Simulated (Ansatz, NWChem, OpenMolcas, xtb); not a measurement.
# Ligand exchange: CH3F + KOH → HOF + CH3K

Gas-phase species: CH3F (fluoromethane) `CF`, singlet; KOH `[OH][K]`, singlet; HOF (hypofluorous acid) `OF`, singlet; CH3K `[CH3][K]`, singlet. The partners trade CH3 for OH: F–CH3 and K–OH bonds give way to F–OH and K–CH3.

Shapes, held fixed at every level: PBE0-D4/def2-TZVP. Programs: Ansatz 0.2.0, NWChem 7.3.0, OpenMolcas 26.06, xtb 6.7.1. A level may come from different programs for different species; with the same settings they agree closely. The zero-point and thermal change to 298 K, harmonic and unscaled (PBE0-D4/def2-TZVP), is -11.2 kJ/mol.

```json
{"level": "GFN0-xTB", "kind": "semi-empirical", "ΔH(298 K) (kJ/mol)": "+211.7", "less CCSD(T)/def2-TZVPP": "-250.0"}
{"level": "HF/def2-TZVPP", "kind": "Hartree–Fock", "ΔH(298 K) (kJ/mol)": "+510.0", "less CCSD(T)/def2-TZVPP": "+48.3"}
{"level": "SPW92/def2-TZVPP", "kind": "LDA", "ΔH(298 K) (kJ/mol)": "+450.6", "less CCSD(T)/def2-TZVPP": "-11.1"}
{"level": "PBE-D4/def2-TZVPP", "kind": "GGA", "ΔH(298 K) (kJ/mol)": "+433.4", "less CCSD(T)/def2-TZVPP": "-28.3"}
{"level": "B3LYP/6-31G* (Cartesian functions)", "kind": "global hybrid", "ΔH(298 K) (kJ/mol)": "+459.2", "less CCSD(T)/def2-TZVPP": "-2.5"}
{"level": "wB97M-V/def2-TZVPP", "kind": "range-separated hybrid", "ΔH(298 K) (kJ/mol)": "+463.2", "less CCSD(T)/def2-TZVPP": "+1.5"}
{"level": "B2PLYP/def2-TZVPP", "kind": "double hybrid", "ΔH(298 K) (kJ/mol)": "+471.4", "less CCSD(T)/def2-TZVPP": "+9.7"}
{"level": "MP2/def2-TZVPP", "kind": "perturbation theory", "ΔH(298 K) (kJ/mol)": "+488.7", "less CCSD(T)/def2-TZVPP": "+27.0"}
{"level": "CCSD(T)/def2-TZVPP", "kind": "coupled cluster or CI", "ΔH(298 K) (kJ/mol)": "+461.7", "less CCSD(T)/def2-TZVPP": "0.0"}
```

The highest level, CCSD(T)/def2-TZVPP, gives ΔH(298 K) = +461.7 kJ/mol; the levels span +211.7 to +510.0. GFN0-xTB strays far from the other rows. The column of differences is taken from that level and isn't an error. No measured value is set beside it here. Outer-core shells of K are correlated, in sets that cover them unevenly. Sets without diffuse functions underbind ionic bonds of s-block metals.
